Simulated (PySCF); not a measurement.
Compound: (ClSi)4S6 adamantane, Cl₄S₆Si₄.
Cartesian coordinates in Å at the PBE0-D3(BJ)/def2-SVP level; atoms count from 1:
```xyz
14
Cl4S6Si4 angstrom
Si    -1.603   -0.913   -0.839
Cl    -3.211   -1.825   -1.696
S     -0.626    0.117   -2.433
Si     1.019    1.023   -1.416
Cl     2.042    2.053   -2.847
S      0.417    2.482    0.023
Si    -0.633    1.277    1.441
Cl    -1.270    2.573    2.880
S     -2.409    0.400    0.641
S      0.624   -0.129    2.447
Si     1.212   -1.401    0.832
Cl     2.437   -2.810    1.654
S     -0.423   -2.490   -0.010
S      2.405   -0.402   -0.634
```

The closed-shell ground state was solved at several levels (PySCF, density fitting, gas phase, non-relativistic).

```json
{"level": "wB97X-D/pcSseg-1", "basis functions": "336", "total energy (Eh)": "-5388.2368", "HOMO (eV)": "-10.28", "LUMO (eV)": "-1.51", "gap (eV)": "8.77", "dipole (D)": "0.02"}
{"level": "PBE0/pcSseg-1", "basis functions": "336", "total energy (Eh)": "-5386.3941", "HOMO (eV)": "-8.42", "LUMO (eV)": "-3.19", "gap (eV)": "5.23", "dipole (D)": "0.02"}
```

Problem. Estimate the row for PBE0/def2-SVPD, a basis of 366 functions; the other rows only guide the guess.

Solution. Total energy -5385.0171 Eh, HOMO -8.13 eV, LUMO -2.91 eV, gap 5.22 eV, dipole 0.02 D.

Problem. How far do the dipole and the HOMO energy spread over the levels?

Solution. The dipole runs from 0.02 to 0.02 D (mean 0.02 D) and the HOMO from -10.28 to -8.13 eV.

One conformer stands for the species.

wB97X-D is run here without its empirical dispersion term; that term would change no orbital, density or response property at a fixed geometry.
